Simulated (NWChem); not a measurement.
System: ZrNH2OCl; SMILES [NH]=[Zr]([OH])[Cl]

Here is an NWChem input.

```
start job
memory heap 200 mb stack 900 mb global 1100 mb
geometry units angstroms noautoz
  Zr    -0.078285     0.358467     0.142881
  N     -1.619574     1.054631    -0.482791
  H     -2.457082     1.413927    -0.933209
  Cl     0.159834    -2.022203    -0.145598
  O      1.437069     1.521675    -0.219581
  H      1.647379     2.349239    -0.659109
end
basis spherical
  * library def2-svp
end
ecp
  Zr library def2-ecp
end
dft
  xc slater pw91lda
  iterations 150
  mulliken
end
task dft energy
```

Excerpt of the output:

```
             Northwest Computational Chemistry Package (NWChem) 7.3.0
             --------------------------------------------------------

 C1  symmetry detected

                             Geometry "geometry" -> ""
                             -------------------------

 Output coordinates in angstroms (scale by  1.889725989 to convert to a.u.)

  No.       Tag          Charge          X              Y              Z
 ---- ---------------- ---------- -------------- -------------- --------------
    1 Zr                  40.0000    -0.04457525     0.31479194     0.19440838
    2 N                    7.0000    -1.61463349     1.03876943    -0.31789551
    3 H                    1.0000    -2.47606405     1.41341580    -0.70644039
    4 Cl                  17.0000     0.13076436    -2.06901499    -0.11256226
    5 O                    8.0000     1.46067734     1.45244811    -0.27536005
    6 H                    1.0000     1.65309565     2.27719049    -0.72818732

 Effective nuclear repulsion energy (a.u.)     394.3515619596

                                 NWChem DFT Module
                                 -----------------

 Summary of "ao basis" -> "ao basis" (spherical)
 ------------------------------------------------------------------------------
       Tag                 Description            Shells   Functions and Types
 ---------------- ------------------------------  ------  ---------------------
 Zr                         def2-svp                11       31   5s3p2d1f
 N                          def2-svp                 6       14   3s2p1d
 H                          def2-svp                 3        5   2s1p
 Cl                         def2-svp                 8       18   4s3p1d
 O                          def2-svp                 6       14   3s2p1d

            General Information
            -------------------
          SCF calculation type: DFT
          Wavefunction type:  closed shell.
          No. of atoms     :     6
          No. of electrons :    46
           Alpha electrons :    23
            Beta electrons :    23
          Charge           :     0
          Spin multiplicity:     1
          Use of symmetry is: off; symmetry adaption is: off
          Maximum number of iterations: 150
          AO basis - number of functions:    87
                     number of shells:    37
          Convergence on energy requested:  1.00D-06
          Convergence on density requested:  1.00D-05
          Convergence on gradient requested:  5.00D-04

              XC Information
              --------------
                        Slater Exchange Functional  1.000 local
            Perdew 1991 LDA Correlation Functional  1.000 local

             Grid Information
             ----------------
          Grid used for XC integration:  medium
          Radial quadrature: Mura-Knowles
          Angular quadrature: Lebedev.
          Tag              B.-S. Rad. Rad. Pts. Rad. Cut. Ang. Pts.
          ---              ---------- --------- --------- ---------
          Zr                  1.55      123          10.0       590
          N                   0.65       49          10.0       434
          H                   0.35       45          11.0       434
          Cl                  1.00       88          12.0       590
          O                   0.60       49          11.0       434
          Grid pruning is: on
          Number of quadrature shells:   399
          Spatial weights used:  Erf1

      Superposition of Atomic Density Guess
      -------------------------------------

 Sum of atomic energies:        -642.75689735

      Non-variational initial energy
      ------------------------------

 Total energy =    -636.045662
 1-e energy   =   -1209.141757
 2-e energy   =     412.389760
 HOMO         =      -0.375878
 LUMO         =      -0.097983

     ---------------------------------------------
      Total Density - Mulliken Population Analysis
     ---------------------------------------------

    Atom       Charge   Shell Charges
 -----------   ------   -------------------------------------------------------
    1 Zr  12     9.71  -0.47  1.58  0.91  0.23  0.02  5.83  0.32  0.09  0.90  0.22  0.10
    2 N    7     8.32   1.99  1.11  0.56  2.81  1.83  0.01
    3 H    1     0.78   0.61  0.13  0.05
    4 Cl  17    17.60   2.00  1.99  1.23  0.72  5.94  2.22  3.48  0.01
    5 O    8     8.95   1.99  1.11  0.66  3.18  2.00  0.00
    6 H    1     0.64   0.52  0.06  0.06

   convergence    iter        energy       DeltaE   RMS-Dens  Diis-err
 ---------------- ----- ----------------- --------- --------- ---------
 d= 0,ls=0.0,diis     1   -635.3771281753 -7.96D+02  5.77D-02  2.72D+00
 d= 0,ls=0.0,diis     2   -627.1776282263  8.20D+00  5.02D-02  5.60D+01
 d= 0,ls=0.0,diis     3   -635.6197760052 -8.44D+00  1.24D-02  9.85D-01
 d= 0,ls=0.0,diis     4   -635.5875834498  3.22D-02  7.33D-03  1.38D+00
 d= 0,ls=0.0,diis     5   -635.7331935883 -1.46D-01  2.25D-03  6.01D-02
  Resetting Diis
 d= 0,ls=0.0,diis     6   -635.7410709585 -7.88D-03  1.05D-03  4.81D-03
 d= 0,ls=0.0,diis     7   -635.7412167992 -1.46D-04  1.78D-03  3.86D-03
 d= 0,ls=0.0,diis     8   -635.7378866260  3.33D-03  1.31D-03  2.95D-02
 d= 0,ls=0.0,diis     9   -635.7414404763 -3.55D-03  3.68D-04  2.36D-03
 d= 0,ls=0.0,diis    10   -635.7417585137 -3.18D-04  3.42D-05  1.54D-05
 d= 0,ls=0.0,diis    11   -635.7417602068 -1.69D-06  1.12D-05  2.07D-06
 d= 0,ls=0.0,diis    12   -635.7417604006 -1.94D-07  4.33D-06  2.95D-07

         Total DFT energy =     -635.741760400633
      One electron energy =    -1214.264834327088
           Coulomb energy =      465.630059017756
    Exchange-Corr. energy =      -47.813320590954
 Nuclear repulsion energy =      160.706335499653

 Numeric. integr. density =       46.000000751252

                       DFT Final Molecular Orbital Analysis
                       ------------------------------------

 Vector   21  Occ=2.000000D+00  E=-2.644563D-01
              MO Center=  2.2D-01, -1.4D+00, -1.2D-01, r^2= 3.0D+00
   Bfn.  Coefficient  Atom+Function         Bfn.  Coefficient  Atom+Function
  ----- ------------  ---------------      ----- ------------  ---------------
    61      0.550098  4 Cl px                58      0.415648  4 Cl px
    55      0.244037  4 Cl px                72     -0.192582  5 O  px
    75     -0.140095  5 O  px                63     -0.108854  4 Cl pz
     7     -0.100413  1 Zr py                 6     -0.098730  1 Zr px
    74      0.094567  5 O  pz                73      0.084620  5 O  py

 Vector   22  Occ=2.000000D+00  E=-2.325793D-01
              MO Center= -1.2D+00,  7.9D-01, -1.8D-01, r^2= 2.0D+00
   Bfn.  Coefficient  Atom+Function         Bfn.  Coefficient  Atom+Function
  ----- ------------  ---------------      ----- ------------  ---------------
    37      0.456067  2 N  pz                40     -0.326541  2 N  pz
    18     -0.280442  1 Zr d  1              17      0.180013  1 Zr d  0
    35     -0.149579  2 N  px                16     -0.134893  1 Zr d -1
     8      0.119616  1 Zr pz                38      0.110680  2 N  px
    36      0.081502  2 N  py                61      0.078932  4 Cl px

 Vector   23  Occ=2.000000D+00  E=-2.143778D-01
              MO Center= -1.2D+00,  6.8D-01, -2.3D-01, r^2= 2.5D+00
   Bfn.  Coefficient  Atom+Function         Bfn.  Coefficient  Atom+Function
  ----- ------------  ---------------      ----- ------------  ---------------
    36      0.452141  2 N  py                39     -0.336242  2 N  py
    35      0.216922  2 N  px                19      0.198941  1 Zr d  2
    15      0.166690  1 Zr d -2              38     -0.159136  2 N  px
    61      0.156496  4 Cl px                 7      0.149142  1 Zr py
    62      0.140016  4 Cl py                58      0.107666  4 Cl px

 Vector   24  Occ=0.000000D+00  E=-1.269847D-01
              MO Center= -8.6D-02,  4.1D-01,  7.5D-01, r^2= 3.1D+00
   Bfn.  Coefficient  Atom+Function         Bfn.  Coefficient  Atom+Function
  ----- ------------  ---------------      ----- ------------  ---------------
    17      0.578916  1 Zr d  0               4      0.497532  1 Zr s
     5      0.304385  1 Zr s                  2     -0.278462  1 Zr s
     3     -0.200640  1 Zr s                 22      0.184863  1 Zr d  0
    16      0.165072  1 Zr d -1              14      0.148184  1 Zr pz
     1     -0.134218  1 Zr s                  8     -0.122672  1 Zr pz

 Vector   25  Occ=0.000000D+00  E=-7.342524D-02
              MO Center= -4.3D-02,  1.2D-01,  3.9D-01, r^2= 2.7D+00
   Bfn.  Coefficient  Atom+Function         Bfn.  Coefficient  Atom+Function
  ----- ------------  ---------------      ----- ------------  ---------------
    16      0.756597  1 Zr d -1              21      0.244308  1 Zr d -1
    63      0.239013  4 Cl pz                18     -0.209356  1 Zr d  1
    74     -0.149991  5 O  pz                13      0.144133  1 Zr py
    60      0.143298  4 Cl pz                77     -0.143018  5 O  pz
     7     -0.139829  1 Zr py                62     -0.136472  4 Cl py

 Vector   26  Occ=0.000000D+00  E=-3.997430D-02
              MO Center=  2.3D-01,  3.7D-01,  4.3D-01, r^2= 4.0D+00
   Bfn.  Coefficient  Atom+Function         Bfn.  Coefficient  Atom+Function
  ----- ------------  ---------------      ----- ------------  ---------------
    18      0.640331  1 Zr d  1              14     -0.359768  1 Zr pz
     5     -0.258162  1 Zr s                 15     -0.239869  1 Zr d -2
    23      0.227266  1 Zr d  1              40     -0.227207  2 N  pz
    74      0.186525  5 O  pz                37      0.183892  2 N  pz
     8      0.172437  1 Zr pz                77      0.171986  5 O  pz

     ---------------------------------------------
      Total Density - Mulliken Population Analysis
     ---------------------------------------------

    Atom       Charge   Shell Charges
 -----------   ------   -------------------------------------------------------
    1 Zr  12    11.41  -0.48  1.62  0.87  0.28 -0.02  5.80  0.46  0.19  2.02  0.55  0.10
    2 N    7     7.30   1.98  1.01  0.56  2.34  1.40  0.01
    3 H    1     0.87   0.70  0.13  0.04
    4 Cl  17    17.26   2.00  1.98  1.28  0.68  5.92  2.15  3.24  0.01
    5 O    8     8.38   1.99  1.05  0.69  2.87  1.78  0.01
    6 H    1     0.78   0.66  0.06  0.07

     -------------------------------------------
      Total Density - Lowdin Population Analysis
     -------------------------------------------

    Atom       Charge   Shell Charges
 -----------   ------   -------------------------------------------------------
    1 Zr  12    12.01   0.00  0.92  0.95  0.30  0.09  5.29  1.02  0.30  1.89  1.03  0.21
    2 N    7     7.13   1.97  0.79  0.50  2.16  1.70  0.02
    3 H    1     0.92   0.58  0.22  0.13
    4 Cl  17    16.94   2.00  1.95  1.04  0.75  5.82  2.27  3.11  0.01
    5 O    8     8.11   1.97  0.87  0.60  2.70  1.96  0.01
    6 H    1     0.89   0.54  0.17  0.18

     Multipole analysis of the density
     ---------------------------------

     L   x y z        total         alpha         beta         nuclear
     -   - - -        -----         -----         ----         -------
     0   0 0 0      0.000000    -23.000000    -23.000000     46.000000

     1   1 0 0      0.183706     -1.087437     -1.087437      2.358580
     1   0 1 0      1.196635      8.926505      8.926505    -16.656374
     1   0 0 1      0.661464      5.474032      5.474032    -10.286600

     2   2 0 0    -34.988424    -96.943369    -96.943369    158.898313
     2   1 1 0      1.189043     -0.706694     -0.706694      2.602432
     2   1 0 1     -0.243398     -1.133219     -1.133219      2.023040
     2   0 2 0    -35.895696   -206.458258   -206.458258    377.020819
     2   0 1 1     -1.261875      5.572477      5.572477    -12.406829
     2   0 0 2    -30.657767    -20.707322    -20.707322     10.756877
```

Level: LDA (Slater exchange, PW92)/def2-SVP with def2 effective core potentials on Zr. All runs use the structure optimised with PBE0/def2-SVP. def2 effective core potentials on Zr; no spin-orbit coupling.
